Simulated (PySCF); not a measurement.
# What a mistake does to a calculation on BClH2OSi

All numbers below are calculated, not measured. They come from PySCF 2.14.0, an open-source quantum chemistry program, on an isolated molecule that a program drew, which may never have been made. The molecule is BClH2OSi (charge 0, singlet), drawn as the SMILES string `BO[Si]Cl`.

Each row is a Hartree-Fock (HF) and frozen-core CCSD(T) single point in the cc-pV(D+d)Z basis, meant for a local HF minimum. Run 1 is clean. Each other run has one planted mistake out of seven kinds, and not every kind appears here: one electron removed, one electron added, multiplicity raised by two, geometry at a saddle point, minimal basis STO-3G, one bond length entered in bohr, all coordinates scaled. The reference is restricted for singlets and unrestricted otherwise, and also for a bond in bohr. Adding or removing an electron swaps singlet and doublet. Electrons count all cores. HOMO and LUMO are orbital energies over both spins, the gradient is its largest component, and the lowest frequency (negative if imaginary) is given only where the gradient is small. Bond lengths are over the 5 bonds as drawn. T1 is the CCSD diagnostic: over 0.02 (restricted) or 0.045 (unrestricted) a single reference is doubtful.

Geometry of the clean run:
```xyz
6
BClH2OSi, angstrom
B    -1.2849   -0.4955    0.9492
O    -2.3044   -0.4797    0.0565
Si   -3.5217   -0.2173   -0.9943
Cl   -3.6484    1.8933   -0.9272
H    -1.5386   -0.5815    2.1181
H    -0.1575   -0.4439    0.5436
```

| run | electrons | basis functions | <S^2> | HOMO (eV) | LUMO (eV) | gradient (hartree/bohr) | lowest frequency (cm^-1) | mean bond (Å) | longest bond (Å) | T1 | HF (hartree) | CCSD(T) (hartree) | mistake |
|---|---|---|---|---|---|---|---|---|---|---|---|---|---|
| 1 | 46 | 84 | 0.000 | -10.16 | 1.06 | 3.1e-05 | 62 | 1.4997 | 2.115 | 0.0165 | -849.25304 | -849.78585 | no fault |
| 2 | 46 | 84 | 2.005 | -7.89 | -0.69 | 2.7e-02 | - | 1.4997 | 2.115 | 0.0177 | -849.17425 | -849.67699 | multiplicity raised by two |
| 3 | 47 | 84 | 0.781 | -0.53 | 7.16 | 7.3e-02 | - | 1.4997 | 2.115 | 0.0183 | -849.24283 | -849.77764 | one electron added |
| 4 | 46 | 84 | 0.000 | -10.26 | 0.96 | 1.1e-02 | - | 1.5207 | 2.145 | 0.0170 | -849.25189 | -849.78630 | ? |
| 5 | 46 | 30 | 0.000 | -7.89 | 5.19 | 2.8e-02 | - | 1.4997 | 2.115 | 0.0231 | -839.66940 | -839.82271 | ? |

**Which mistake was planted in run 4, and what did it cost?**

The mean and the longest bond both change by the same factor, 1.014, and the gradient is no longer small. So the mistake is: all coordinates scaled. Subtracting run 1 and multiplying by 627.51 kcal/mol a hartree, the energy moved by 0.7 kcal/mol in HF and -0.3 kcal/mol in CCSD(T).

**Which mistake was planted in run 5, and what did it cost?**

It has 30 basis functions where the clean run has 84, with the same electrons and geometry. So the mistake is: minimal basis STO-3G. Subtracting run 1 and multiplying by 627.51 kcal/mol a hartree, the energy moved by 6013.8 kcal/mol in HF and 6252.0 kcal/mol in CCSD(T).

Cautions from the logs. Run 3: the added electron raises the CCSD(T) energy, so it isn't bound in this basis; run 5: T1 is over the limit, so its CCSD(T) energy is less reliable.
